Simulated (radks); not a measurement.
Task: The table gives one normalised radial function P(r) = r R(r) of O+ in [He] 2s2 2p3 (r in bohr). All-electron calculation, non-relativistic Kohn-Sham, LDA (Slater exchange, Perdew-Wang correlation), spin-unpolarised, spherical densities, point nucleus. Program: a radial shooting solver on a logarithmic mesh with Libxc functionals.

r             P
0.008573  0.3432
0.01047   0.4129
0.01289   0.4986
0.01587   0.5995
0.01954   0.7168
0.02406   0.8513
0.02939   0.9967
0.03618   1.1628
0.04455   1.3399
0.05485   1.5208
0.067     1.6884
0.08249   1.8413
0.1016    1.9543
0.125     2.0067
0.154     1.9793
0.188     1.8655
0.2315    1.6554
0.285     1.3675
0.3509    1.0358
0.4286    0.7183
0.5278    0.4335
0.6498    0.2243
0.8       0.0963
0.985     0.0329
1.203     0.0090
1.481     0.0017
1.824     0.0002
2.245     0.0000
2.743     0.0000
3.377     0.0000
4.157     0.0000

Which n and l does it have? It may be an empty orbital.

Result: n = 1, l = 0: the number of nodes gives n - l - 1 = 0, the rise at small r (about r^(l+1)) gives l, and the extent must fit the shell. The curve is that of 1s. 1s: eigenvalue -529.29 eV, 0 radial nodes, <r> = 0.201 bohr, 90 % of the charge inside 0.360 bohr.
